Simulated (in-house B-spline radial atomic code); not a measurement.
Successive ionisation energies of rhenium; each step leads to the configuration of the next row (after the last: [Ar] 3d10 4s2 4p4). Dirac energy differences include first-order Breit, QED and recoil terms. NIST's values go from ground level to ground level; the uncertainty of those that are theory runs from under 0.1 % in few-electron ions to several per cent in heavy many-electron ones. Computed with a radial B-spline atomic code at the basis-set limit: Dirac-Hartree-Fock, average of the configuration, finite nuclei.

```
  ion      configuration  ionisation energy (eV)  tabulated value (eV)    tabulated kind  computed minus tabulated (eV)  highest orbital  largest mean radius (bohr)
Re36+           [Kr] 4d3                  1571.9                  1583  tabulated theory                          -11.1            4d5/2                     0.42171
Re37+           [Kr] 4d2                  1627.4                  1641  tabulated theory                          -13.6            4d5/2                     0.41933
Re38+           [Kr] 4d1                  1683.5                  1696  tabulated theory                          -12.5            4d5/2                     0.41697
Re39+  [Ar] 3d10 4s2 4p6                  1945.3                  1912  tabulated theory                           33.3            4p3/2                     0.41463
Re40+  [Ar] 3d10 4s2 4p5                  2001.5                  1966  tabulated theory                           35.5            4p3/2                     0.41203
```

Where a p, d or f electron is removed, the computed value is a mean over both j, so it misses the tabulated one by a part of the spin-orbit splitting; averaging over terms and missing correlation add to the gap, relatively most at low charge.
